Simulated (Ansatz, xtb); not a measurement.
## Relative energy of two structures of BH4N2Si+

We compare a, a singlet given by its coordinates, with b, a singlet given by its coordinates. Both are isolated ions in the gas phase, relaxed with PBE0-D3(BJ)/def2-SVP.

a (Å):

```tsv
atom	x (Å)	y (Å)	z (Å)
B	-0.9918	-1.5223	1.4179
N	-2.0951	-1.3828	0.5569
N	0.1590	-1.0387	0.5199
Si	-1.2996	-0.5258	-0.7493
H	-3.0683	-1.6063	0.7543
H	0.7786	-0.3228	0.9170
H	0.7803	-1.7918	0.1997
H	-0.9014	-1.8598	2.5617
```

Close contacts (Å): B1–N2 1.41, B1–N3 1.54, N2–Si4 1.75, N3–Si4 2.00, B1–H8 1.20, N2–H5 1.02, N3–H6 1.03, N3–H7 1.03.

b (Å):

```yaml
atoms:
  - { symbol: B, position_ang: [-0.4146, -0.9840, 1.2320] }
  - { symbol: N, position_ang: [-1.4285, -0.8602, 0.0295] }
  - { symbol: N, position_ang: [-0.1248, -2.2360, 1.6878] }
  - { symbol: Si, position_ang: [0.3584, -3.5979, 2.3804] }
  - { symbol: H, position_ang: [-2.2358, -0.2794, 0.2918] }
  - { symbol: H, position_ang: [-0.9895, -0.3830, -0.7689] }
  - { symbol: H, position_ang: [-1.7749, -1.7722, -0.2887] }
  - { symbol: H, position_ang: [-0.0097, 0.0828, 1.6099] }
```

Close contacts (Å): B1–N2 1.58, B1–N3 1.36, N3–Si4 1.60, B1–H8 1.20, N2–H5 1.03, N2–H6 1.03, N2–H7 1.03.

Energies in hartree; the thermal terms are from PBE0-D3(BJ)/def2-SVP harmonic frequencies (ideal gas, rigid rotor, one conformer each, 400 K, 1 atm) and include the zero-point energy:

|  | a | b |
| --- | --- | --- |
| E, CCSD(T)/def2-TZVP | −425.390183 | −425.379749 |
| zero-point energy | 0.058297 | 0.058501 |
| H(400 K) − E | 0.067005 | 0.068166 |
| G(400 K) − E | 0.018926 | 0.017594 |

Task: Work out ΔE, ΔE₀, ΔH and ΔG for a → b in kcal/mol (1 Eh = 627.51 kcal/mol) and the equilibrium ratio [b]/[a].

Result: 1. ΔE = −425.379749 − (−425.390183) = +0.010434 Eh = +6.55 kcal/mol.
2. ΔE₀ = ΔE + ΔZPE = +0.010434 + (+0.000204) Eh = +6.68 kcal/mol.
3. ΔH = ΔE + (+0.001161) Eh = +7.28 kcal/mol.
4. ΔG = ΔE + (−0.001332) Eh = +5.71 kcal/mol, so ΔS = (ΔH − ΔG)/T = +16.4 J/(mol K).
5. kT = 1.2667 mEh, so K = [b]/[a] = exp(−ΔG/kT) = exp(−7.19) ≈ 7.6 × 10^−4.

Structure a is favoured at this temperature. An error of 1 kcal/mol in ΔG would change K by a factor of 3.5. GFN2-xTB found them nearly level. Mirror images and further conformers aren't counted.

Other levels gave ΔE = +0.4 (GFN2-xTB); +36.8 (HF/STO-3G, GFN2-xTB geometries); +6.3 (r2SCAN-D4/def2-SVP, GFN2-xTB geometries); +8.8 (PBE0-D3(BJ)/def2-SVP); +5.9 (HF/def2-TZVP); +5.7 (MP2/def2-TZVP) kcal/mol. The correlated steps freeze 8 core orbitals. Programs: Ansatz 0.2.0, xtb 6.7.1.
